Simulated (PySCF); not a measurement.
Predicted spectroscopic data

All values are calculated (PySCF 2.14): σ from GIAO-PBE0/pcSseg-1, GFN2-xTB geometry. A single conformation, relativity neglected, isolated molecule, fast rotation and ring inversion assumed for equivalent nuclei.

Referencing at the same level of theory: ¹H (σref 31.72), ¹³C (σref 186.93) against TMS. Splittings of carbon signals by F and P are missing where no couplings were computed. Where no couplings were computed, multiplicities follow the n + 1 count of equivalent neighbours, and m marks all less simple cases (inequivalent or close neighbours, rings, F or P nearby). Acid and N–H amide carbonyl carbons lie up to 10 ppm further downfield in solution (hydrogen bonding). Shifts are as computed. Against solution values, carbons near 30 ppm lie about +3 ppm off and those near 130 ppm about +5 ppm. Of 1211 compounds with measured shifts, 218 miss one by over three times the rms of a fit or turn the order of signals round; such compounds aren't used in these exercises. OH and NH positions are gas-phase values without hydrogen bonding to other molecules.

Compound 1 (C₆H₉NO). ¹H NMR (500 MHz, computed): δ 7.31 (m, 1H), 6.55 (m, 1H), 6.12 (br, 1H), 5.65 (m, 1H), 5.30 (m, 1H), 5.20 (m, 1H), 1.96 (s, 3H). ¹³C{¹H} NMR (computed): δ 166.8 (C), 143.0 (CH), 133.9 (CH), 119.2 (CH2), 116.5 (CH), 24.5 (CH3). Structure: SMILES C=C/C=C/NC(C)=O.

Compound 2 (C₆H₈P₂). ¹H NMR (500 MHz, computed): δ 7.71 (m, 2H), 7.42 (m, 2H), 4.12 (m, 4H). ¹³C{¹H} NMR (computed): δ 142.7, 137.9, 134.2. Structure: `Pc1ccccc1P`.

Compound 3 (C₆H₁₄O). ¹H NMR (500 MHz, computed): δ 3.57 (sept, 1H), 3.44 (t, 2H), 1.70 (m, 2H), 1.18 (d, 6H), 0.94 (t, 3H). ¹³C{¹H} NMR (computed): δ 76.8, 76.0, 28.3, 24.0, 11.7. Structure: n-PrOi-Pr (CCCOC(C)C).
